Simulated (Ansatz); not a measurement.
Reaction (isomerisation): `FC[SiH2]CS` → `CC(F)S[SiH3]`

Program: Ansatz. Geometries: PBE0-D4/def2-TZVP. ΔE: electronic, gas phase. CCSD(T)/CBS is the MP2 limit (def2-TZVPP, def2-QZVPP) plus CCSD(T) − MP2 in def2-TZVPP, frozen cores. Functionals use def2-TZVPP. B3LYP here is the variant with VWN-RPA as its local correlation; programs differ in this. One conformer a species, not always the lowest.

| level | ΔE (kcal/mol) | difference from CCSD(T)/CBS |
| --- | --- | --- |
| PBE-D4 | -14.8 | -0.2 |
| r2SCAN-D4 | -15.7 | -1.1 |
| PBE0-D4 | -14.9 | -0.3 |
| B3LYP-D4 | -14.2 | 0.4 |
| ωB97X-V | -14.7 | -0.1 |
| ωB97M-V | -14.1 | 0.5 |
| B2PLYP | -14.5 | 0.1 |
| PBE | -14.7 | -0.1 |
| r2SCAN | -15.7 | -1.1 |
| PBE0 | -14.8 | -0.2 |
| B3LYP | -14.0 | 0.6 |
| HF/def2-TZVPP | -14.8 | -0.2 |
| MP2/def2-TZVPP | -15.2 | -0.6 |
| SCS-MP2/def2-TZVPP | -14.8 | -0.2 |
| CCSD/def2-TZVPP | -14.0 | 0.6 |
| CCSD(T)/def2-TZVPP | -14.5 | 0.1 |
| HF/def2-QZVPP | -14.7 | -0.1 |
| MP2/def2-QZVPP | -15.3 | -0.7 |
| SCS-MP2/def2-QZVPP | -14.8 | -0.2 |
| HF/CBS(def2) | -14.7 | -0.1 |
| MP2/CBS(def2) | -15.4 | -0.8 |
| CCSD/CBS(def2) | -14.2 | 0.4 |
| CCSD(T)/CBS | -14.6 | 0 |

Largest T1 diagnostic among the species: 0.011.
